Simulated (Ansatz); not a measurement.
Harmonic vibrations of [SnH5]- (SnH₅⁻) by finite differences.

```yaml
crystal:
  periodic: [false, false, false]
  atoms:
    - {symbol: Sn, position_ang: [0.000006, -0.000023, -0.000014]}
    - {symbol: H, position_ang: [-0.019773, -0.007465, 1.876155]}
    - {symbol: H, position_ang: [0.019685, 0.007903, -1.876193]}
    - {symbol: H, position_ang: [1.766737, 0.011716, 0.018546]}
    - {symbol: H, position_ang: [-0.893858, 1.524060, -0.003278]}
    - {symbol: H, position_ang: [-0.872807, -1.536180, -0.015216]}
basis:
  gaussian: {orbitals: def2-TZVPD}
total_charge: -1
hamiltonian: {xc: pbe0, dispersion: d4}
scf: {omitted_lower_state_checks: [starts]}
phonons: {temperatures: {t_min: 298.15, t_max: 900, t_step: 200}}
```

```sh
$ ansatz run in.yaml --threads 4 --pin off --events-out ev --progress --plain --max-ram 3916MiB
```

Output, abridged:

```
Functional definition: PBE0
mean field -5911.25411587 eV, -217.2345819662 hartree, gradient 4.6e-5 eV, S^2 0.000000; 0 other end points of the search recorded, 0 dependent functions left out
mean field -5911.25405493 eV, -217.2345797267 hartree, gradient 2.3e-6 eV, S^2 0.000000; 0 other end points of the search recorded, 0 dependent functions left out
mean field -5911.25405534 eV, -217.2345797417 hartree, gradient 2.3e-6 eV, S^2 0.000000; 0 other end points of the search recorded, 0 dependent functions left out
mean field -5911.25405560 eV, -217.2345797512 hartree, gradient 2.3e-6 eV, S^2 0.000000; 0 other end points of the search recorded, 0 dependent functions left out
mean field -5911.25405476 eV, -217.2345797204 hartree, gradient 2.3e-6 eV, S^2 0.000000; 0 other end points of the search recorded, 0 dependent functions left out
mean field -5911.25407296 eV, -217.2345803894 hartree, gradient 1.5e-6 eV, S^2 0.000000; 0 other end points of the search recorded, 0 dependent functions left out
mean field -5911.25407254 eV, -217.2345803739 hartree, gradient 1.5e-6 eV, S^2 0.000000; 0 other end points of the search recorded, 0 dependent functions left out
mean field -5911.25411159 eV, -217.2345818088 hartree, gradient 1.9e-6 eV, S^2 0.000000; 0 other end points of the search recorded, 0 dependent functions left out
mean field -5911.25411045 eV, -217.2345817673 hartree, gradient 1.9e-6 eV, S^2 0.000000; 0 other end points of the search recorded, 0 dependent functions left out
mean field -5911.25411093 eV, -217.2345817846 hartree, gradient 1.9e-6 eV, S^2 0.000000; 0 other end points of the search recorded, 0 dependent functions left out
mean field -5911.25411111 eV, -217.2345817915 hartree, gradient 1.8e-6 eV, S^2 0.000000; 0 other end points of the search recorded, 0 dependent functions left out
mean field -5911.25409184 eV, -217.2345810832 hartree, gradient 9.5e-7 eV, S^2 0.000000; 0 other end points of the search recorded, 0 dependent functions left out
mean field -5911.25410057 eV, -217.2345814039 hartree, gradient 8.2e-7 eV, S^2 0.000000; 0 other end points of the search recorded, 0 dependent functions left out
mean field -5911.25411083 eV, -217.2345817810 hartree, gradient 1.8e-6 eV, S^2 0.000000; 0 other end points of the search recorded, 0 dependent functions left out
mean field -5911.25411121 eV, -217.2345817951 hartree, gradient 1.9e-6 eV, S^2 0.000000; 0 other end points of the search recorded, 0 dependent functions left out
mean field -5911.25410941 eV, -217.2345817287 hartree, gradient 1.8e-6 eV, S^2 0.000000; 0 other end points of the search recorded, 0 dependent functions left out
mean field -5911.25411264 eV, -217.2345818475 hartree, gradient 1.9e-6 eV, S^2 0.000000; 0 other end points of the search recorded, 0 dependent functions left out
mean field -5911.25410094 eV, -217.2345814177 hartree, gradient 8.2e-7 eV, S^2 0.000000; 0 other end points of the search recorded, 0 dependent functions left out
mean field -5911.25409147 eV, -217.2345810695 hartree, gradient 9.5e-7 eV, S^2 0.000000; 0 other end points of the search recorded, 0 dependent functions left out
mean field -5911.25408936 eV, -217.2345809921 hartree, gradient 8.0e-7 eV, S^2 0.000000; 0 other end points of the search recorded, 0 dependent functions left out
mean field -5911.25408021 eV, -217.2345806559 hartree, gradient 1.2e-6 eV, S^2 0.000000; 0 other end points of the search recorded, 0 dependent functions left out
mean field -5911.25411419 eV, -217.2345819045 hartree, gradient 2.4e-6 eV, S^2 0.000000; 0 other end points of the search recorded, 0 dependent functions left out
mean field -5911.25411378 eV, -217.2345818894 hartree, gradient 2.4e-6 eV, S^2 0.000000; 0 other end points of the search recorded, 0 dependent functions left out
mean field -5911.25410973 eV, -217.2345817407 hartree, gradient 1.4e-6 eV, S^2 0.000000; 0 other end points of the search recorded, 0 dependent functions left out
mean field -5911.25410908 eV, -217.2345817167 hartree, gradient 1.5e-6 eV, S^2 0.000000; 0 other end points of the search recorded, 0 dependent functions left out
mean field -5911.25410384 eV, -217.2345815241 hartree, gradient 5.1e-7 eV, S^2 0.000000; 0 other end points of the search recorded, 0 dependent functions left out
mean field -5911.25410911 eV, -217.2345817178 hartree, gradient 3.0e-6 eV, S^2 0.000000; 0 other end points of the search recorded, 0 dependent functions left out
mean field -5911.25409707 eV, -217.2345812755 hartree, gradient 7.0e-7 eV, S^2 0.000000; 0 other end points of the search recorded, 0 dependent functions left out
mean field -5911.25408741 eV, -217.2345809205 hartree, gradient 9.8e-7 eV, S^2 0.000000; 0 other end points of the search recorded, 0 dependent functions left out
mean field -5911.25410987 eV, -217.2345817459 hartree, gradient 1.5e-6 eV, S^2 0.000000; 0 other end points of the search recorded, 0 dependent functions left out
mean field -5911.25410894 eV, -217.2345817117 hartree, gradient 1.5e-6 eV, S^2 0.000000; 0 other end points of the search recorded, 0 dependent functions left out
mean field -5911.25410470 eV, -217.2345815558 hartree, gradient 5.0e-7 eV, S^2 0.000000; 0 other end points of the search recorded, 0 dependent functions left out
mean field -5911.25410893 eV, -217.2345817114 hartree, gradient 3.0e-6 eV, S^2 0.000000; 0 other end points of the search recorded, 0 dependent functions left out
mean field -5911.25408815 eV, -217.2345809476 hartree, gradient 9.9e-7 eV, S^2 0.000000; 0 other end points of the search recorded, 0 dependent functions left out
mean field -5911.25409564 eV, -217.2345812228 hartree, gradient 7.1e-7 eV, S^2 0.000000; 0 other end points of the search recorded, 0 dependent functions left out
mean field -5911.25410803 eV, -217.2345816782 hartree, gradient 1.5e-6 eV, S^2 0.000000; 0 other end points of the search recorded, 0 dependent functions left out
mean field -5911.25411079 eV, -217.2345817794 hartree, gradient 1.4e-6 eV, S^2 0.000000; 0 other end points of the search recorded, 0 dependent functions left out
Total energy: -5911.34818426 eV, -217.2380389159 hartree
Atom 0 at     0.000006    -0.000023    -0.000014 Å, force    -0.000012     0.000166     0.000085 eV/Å
Atom 1 at    -0.019773    -0.007465     1.876155 Å, force     0.000206    -0.000046     0.000287 eV/Å
Atom 2 at     0.019685     0.007903    -1.876193 Å, force    -0.000054    -0.000638    -0.000138 eV/Å
Atom 3 at     1.766737     0.011716     0.018546 Å, force    -0.000153     0.000070     0.000111 eV/Å
Atom 4 at    -0.893858     1.524060    -0.003278 Å, force    -0.000085     0.000237     0.000190 eV/Å
Atom 5 at    -0.872807    -1.536180    -0.015216 Å, force     0.000099     0.000211    -0.000535 eV/Å
Dipole moment:     0.000029    -0.000125    -0.000025 e Å
Vibrations: 423.39 423.86 736.00 736.07 752.72 934.40 934.54 1179.82 1314.43 1670.45 1670.48 1709.45 cm⁻¹, zero-point energy 0.774010 eV
Checks for a lower state left out: starts
```

Hardware: 4 threads of Arm Neoverse V2 on a shared host. Wall time 15 s.

In the def2 sets Sn takes a core potential; there is no spin–orbit coupling.
